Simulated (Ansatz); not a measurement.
Input file for C₂H₅FO₂Si (`O=C(O)C[SiH2]F`):

```yaml
crystal:
  periodic: [false, false, false]
  atoms:
    - {symbol: O, position_ang: [0.956906, -1.461768, -0.379766]}
    - {symbol: C, position_ang: [0.910989, -0.615769, 0.478909]}
    - {symbol: O, position_ang: [1.740216, -0.610703, 1.529561]}
    - {symbol: C, position_ang: [-0.065182, 0.514120, 0.472098]}
    - {symbol: Si, position_ang: [-1.145923, 0.355570, -1.054974]}
    - {symbol: F, position_ang: [-2.175715, 1.587351, -1.017236]}
    - {symbol: H, position_ang: [2.322217, -1.378396, 1.431528]}
    - {symbol: H, position_ang: [-0.658336, 0.492688, 1.391429]}
    - {symbol: H, position_ang: [0.474703, 1.465851, 0.488095]}
    - {symbol: H, position_ang: [-0.350288, 0.482843, -2.294922]}
    - {symbol: H, position_ang: [-1.944287, -0.888786, -1.024222]}
basis:
  gaussian: {orbitals: def2-TZVPP}
correlation: {method: ccsd_t}
```

```sh
$ ansatz run in.yaml --threads 4 --pin off --events-out ev --progress --plain --max-ram 10444MiB
```

Output of Ansatz, abridged:

```
Functional definition: HF
  name "HF"
  cite "Fock, Z. Phys. 61, 126 (1930) doi:10.1007/BF01340294"
  parent pbe
  exchange = exact_x
  correlation = 0
1632 factors; integrals over basis functions are off by at most 1.0e-3 eV
mean field evaluation 1: about -16783.9433 eV, gradient 5.0e1 eV
mean field evaluation 2: about -16784.2509 eV, gradient 5.1e1 eV
mean field evaluation 4: about -16789.1941 eV, gradient 4.8e0 eV
mean field evaluation 8: about -16789.2880 eV, gradient 5.8e-1 eV
mean field evaluation 16: about -16789.2898 eV, gradient 1.5e-6 eV
mean field -16789.28979731 eV, -616.9950198618 hartree, gradient 1.5e-6 eV, S^2 0.000000; 0 other end points of the search recorded, 0 dependent functions left out
10 core orbitals not correlated: weight in the atoms' cores, before any rotation towards them, 1.000 or more for the frozen orbitals, at most 0.000 for the correlated occupied ones
reference -16789.28979731 eV, -616.9950198618 hartree; 18, 18 occupied and 239, 239 virtual orbitals, 1632 factors
second order -31.56954136 eV of doubles, -0.00000000 eV of singles
cycle   1  -31.37478582 eV  change    1.9e-1 eV  update   1.3e-1
cycle   2  -32.13377109 eV  change   -7.6e-1 eV  update   3.9e-2
cycle   3  -32.32243366 eV  change   -1.9e-1 eV  update   2.0e-2
cycle   4  -32.29895449 eV  change    2.3e-2 eV  update   4.7e-3
cycle   5  -32.29665005 eV  change    2.3e-3 eV  update   2.1e-3
cycle   6  -32.29799099 eV  change   -1.3e-3 eV  update   5.9e-4
cycle   7  -32.29766809 eV  change    3.2e-4 eV  update   2.1e-4
cycle   8  -32.29756190 eV  change    1.1e-4 eV  update   7.0e-5
cycle   9  -32.29760140 eV  change   -4.0e-5 eV  update   2.5e-5
cycle  10  -32.29761606 eV  change   -1.5e-5 eV  update   1.0e-5
perturbative correction -1.22996829 eV, -0.0452005009 hartree
Total energy: -16822.81738166 eV, -618.2271358608 hartree
```

It took 8 min on 4 threads of an Arm Neoverse N1 on a shared host, with 7.2 GiB of host memory at the peak.

MP2 recovers 94.2 % of the CCSD(T) correlation energy and the triples give 3.7 %; T1 = 0.0140.
